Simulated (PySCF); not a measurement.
## Relaxation of triplet Ru(OH)₂

Computed with UPBE0 in PySCF with Ru def2-TZVP with ECP28, O def2-TZVP, H def2-TZVP; scalar-relativistic core potentials, no spin–orbit coupling; density-fitted integrals. A (50,194) grid was used.

A hand-made bent (heavy-atom frame) start, of C2 symmetry, held to at least that symmetry:

```xyz
5
charge 0 multiplicity 3, angstrom
Ru    0.0000    0.0000   -0.2750
O     1.5400    0.0000    0.8033
O    -1.5400    0.0000    0.8033
H     2.0455   -0.7354    1.1573
H    -2.0455    0.7354    1.1573
```

Optimiser trace:
```json
{"step": "0", "E − E(last) (kJ/mol)": "43.55", "largest gradient (Eh/bohr)": "0.03634"}
{"step": "1", "E − E(last) (kJ/mol)": "16.97", "largest gradient (Eh/bohr)": "0.01866"}
{"step": "2", "E − E(last) (kJ/mol)": "4.68", "largest gradient (Eh/bohr)": "0.00891"}
{"step": "3", "E − E(last) (kJ/mol)": "3.24", "largest gradient (Eh/bohr)": "0.00901"}
{"step": "4", "E − E(last) (kJ/mol)": "2.87", "largest gradient (Eh/bohr)": "0.00904"}
{"step": "5", "E − E(last) (kJ/mol)": "1.72", "largest gradient (Eh/bohr)": "0.00394"}
{"step": "6", "E − E(last) (kJ/mol)": "1.13", "largest gradient (Eh/bohr)": "0.00501"}
{"step": "7", "E − E(last) (kJ/mol)": "0.65", "largest gradient (Eh/bohr)": "0.00307"}
{"step": "8", "E − E(last) (kJ/mol)": "0.22", "largest gradient (Eh/bohr)": "0.00095"}
{"step": "9", "E − E(last) (kJ/mol)": "0.15", "largest gradient (Eh/bohr)": "0.00223"}
{"step": "10", "E − E(last) (kJ/mol)": "0.11", "largest gradient (Eh/bohr)": "0.00116"}
{"step": "11", "E − E(last) (kJ/mol)": "0.08", "largest gradient (Eh/bohr)": "0.00061"}
{"step": "12", "E − E(last) (kJ/mol)": "0.02", "largest gradient (Eh/bohr)": "0.00075"}
{"step": "13", "E − E(last) (kJ/mol)": "0.01", "largest gradient (Eh/bohr)": "0.00066"}
{"step": "14", "E − E(last) (kJ/mol)": "0.00", "largest gradient (Eh/bohr)": "0.00018"}
```

It ends at C2 with O–H 0.962 Å (×2), Ru–O 1.847 Å (×2); H–O–Ru 121.0° (×2), O–Ru–O 139.5° (after a last refinement on a finer grid). A frequency run shows a minimum.

Final geometry:
Coordinates in bohr (charge 0 multiplicity 3):
```
Ru    0.0000    0.0000   -0.3171
O     3.2739   -0.0206    0.8912
O    -3.2739    0.0206    0.8912
H     3.8615   -1.3509    1.9818
H    -3.8615    1.3509    1.9818
```

Other spin states or occupations of the open shell can lie lower.

The relaxation took 38 s on 4 threads of a shared Arm Neoverse V2 host, with 114 basis functions and 15 gradients; the process peaked at 0.81 GiB. Launch command: `OMP_NUM_THREADS=4 python axn.py task.json out`.
